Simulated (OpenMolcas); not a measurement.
# Levels of S by method

```yaml
Program: OpenMolcas
Basis: ANO-RCC-VTZP [5s4p2d1f]
Scalar_Hamiltonian: DKH2, point nucleus
Active_space: 6 electrons in 9 orbitals (RAS2 3s 3p; RAS3 3d, at most 2 electrons)
State_averaging: 2S+1 = 3 even, 3 roots; 2S+1 = 1 even, 6 roots; 2S+1 = 3 odd, 3 roots
Spin-orbit_coupling: state interaction with AMFI integrals over the reference wave functions, term energies averaged over their components
```

Methods on the same reference wave functions:
A. RASSCF
B. SS-RASPT2, IPEA 0.25 Eh, imaginary shift 0.1 Eh (closed shells correlated: 2s 2p)
C. XMS-RASPT2, IPEA 0.25 Eh, imaginary shift 0.1 Eh (closed shells correlated: 2s 2p)

Energies in cm-1 above 3s2 3p4 3P2, the measured ground level; measured values from NIST Handbook of Basic Atomic Spectroscopic Data.

```
       Level      A      B      C  Measured
 3s2 3p4 3P2    0.0    0.0    0.0       0.0
 3s2 3p4 3P1    356    357    357       396
 3s2 3p4 3P0    521    521    522       574
 3s2 3p4 1D2  10969   9640   9680      9239
 3s2 3p4 1S0  23983  22630  22960     22180
3s 3p5 3P* 2  74822  74990  75120     72023
3s 3p5 3P* 1  75155  75320  75460     72382
3s 3p5 3P* 0  75321  75490  75620     72572
```

Deviations, from unrounded energies. A percentage is the sum of absolute deviations over the sum of measured energies, with the sign that they share, or ± where signs differ.

```json
{"Against measurement": "mean absolute deviation (cm-1)", "Levels": "7", "A": "1700", "B": "1400", "C": "1500"}
{"Against measurement": "fine structure of the ground term (%)", "Levels": "2", "A": "-9.5", "B": "-9.4", "C": "-9.4"}
{"Against measurement": "other terms of the ground configuration (%)", "Levels": "2", "A": "+11.2", "B": "+2.7", "C": "+3.9"}
{"Against measurement": "other configurations (%)", "Levels": "3", "A": "+3.8", "B": "+4.1", "C": "+4.3"}
```

B lies closest to measurement on these levels and A furthest from it. The largest miss of B in the table is 3s 3p5 3P* 2, by +3000 cm-1. The ranking rests on the paired levels alone, and a cruder setting can come out closer through cancelling errors.

Between B and C the level of the table that moves most is 3s2 3p4 1S0, by 330 cm-1 (lowest in B, highest in C). Moves below CASPT2's spread within the term are not significant.

The mean deviations of B to C differ by less than CASPT2's widest spread within a term (310 cm-1), so their order carries little weight.

From A to B the spin-free energies of the other terms of 3s2 3p4 shown, above 3P, scale by factors of 0.88 to 0.94.

The lowest spin-free term lies below A's lowest term by 0.072 hartree in B, 0.074 hartree in C.

CASPT2 does not keep the components of a term degenerate, so their means are used; among the terms shown or strongly mixed into the levels shown the widest spread is 310 cm-1 (3s2 3p4 1D, C). Active for correlation alone: 3d; no level in the range computed is led by a configuration that fills it, so any true level of that kind is missing. Some terms mix strongly with configurations of 3d, whose occupation reaches 0.30 (3s 3p5 3P*). Without dynamic correlation excited terms often stand tens of per cent too high (terms of higher spin than the ground term too low), and those without a measured partner can miss by more than the paired ones (holds for A). Measured partners are found by configuration, term and J. A level has none where our copy of the source lacks it or the pairing is in doubt (some pairs that miss far off the trend of their configuration count as doubtful), and it then counts in no deviation. Levels of configurations outside the active space are missing.

* marks odd parity.
